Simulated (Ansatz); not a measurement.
`C[SiH](Br)Br` + `[NH2][Al]([OH])[F]` → `C[SiH](F)Br` + `[NH2][Al]([OH])[Br]`  (redistribution)

Gas-phase electronic energies from Ansatz, PBE0-D4/def2-TZVP geometries. CCSD(T)/CBS is the MP2 limit (def2-TZVPP, def2-QZVPP) plus CCSD(T) − MP2 in def2-TZVPP, frozen cores. Functionals use def2-TZVPP. For Br outer-core shells are correlated without core-valence functions, which leaves a few kJ/mol of doubt a bond. Scalar relativity is left out up to krypton. One conformer a species, not always the lowest.

```csv
level,ΔE (eV)
PBE-D4,-0.21
B97M-V,-0.30
HF/def2-QZVPP,-0.40
MP2/CBS(def2),-0.19
```

What does CCSD(T)/CBS give? (Estimate.)

Ansatz gave: -0.23 eV. The listed levels differ from it by 0.02, -0.07, -0.17, 0.04 eV.

Largest T1 diagnostic among the species: 0.012.

Leaving LDA and LC-ωPBE aside and taking each functional with its dispersion term where it has one, the values, not all of them listed here, spread over 0.12 eV, from B97M-V to revPBE-D4. From BLYP to BHLYP (50 % exact exchange), in def2-TZVPP and without D4, ΔE moves by −0.08 eV.
